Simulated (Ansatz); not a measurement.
Input and output for `[OH][GeH]([Cl])[GeH3]`.

```yaml
crystal:
  periodic: [false, false, false]
  atoms:
    - {symbol: O, position_ang: [-0.053628, 1.974789, -0.903236]}
    - {symbol: Ge, position_ang: [0.704529, 0.734390, 0.111746]}
    - {symbol: Cl, position_ang: [2.438972, -0.023125, -0.948169]}
    - {symbol: Ge, position_ang: [-0.749989, -1.173618, 0.488127]}
    - {symbol: H, position_ang: [-0.312294, 1.644650, -1.767393]}
    - {symbol: H, position_ang: [1.215315, 1.507822, 1.333294]}
    - {symbol: H, position_ang: [-1.196829, -1.710092, -0.878953]}
    - {symbol: H, position_ang: [0.022207, -2.259719, 1.247423]}
    - {symbol: H, position_ang: [-1.979585, -0.741298, 1.300161]}
basis:
  gaussian: {orbitals: ANO-RCC-VTZP}
hamiltonian: {xc: {name: HSE06}, dispersion: d4}
scf: {lower_state_search: light}
```

```sh
$ ansatz run in.yaml --threads 4 --pin off --events-out ev --progress --plain --max-ram 10444MiB
```

It prints (some lines left out):

```
Functional definition: HSE06
1933 factors; their error is unknown
118 factors; integrals over basis functions are off by at most 1.3e-6 eV
mean field evaluation 1: about -128892.0015 eV, gradient 5.8e1 eV
mean field evaluation 2: about -128867.1580 eV, gradient 1.2e2 eV
mean field evaluation 4: about -128897.1638 eV, gradient 7.0e0 eV
mean field evaluation 8: about -128897.2503 eV, gradient 1.2e-1 eV
mean field evaluation 16: about -128897.7285 eV, gradient 1.3e-4 eV
mean field -128897.72849451 eV, -4736.9041521548 hartree, gradient 2.7e-5 eV, S^2 0.000000; 0 other end points of the search recorded, 0 dependent functions left out
reference -128897.72857996 eV, -4736.9041552950 hartree; 47, 47 occupied and 173, 173 virtual orbitals, 1933 factors
Total energy: -128897.90411731 eV, -4736.9106061736 hartree
Relativity: scalar
```

Run time 9 s (4 threads of an Arm Neoverse V2 on a shared host); peak host memory 0.88 GiB.
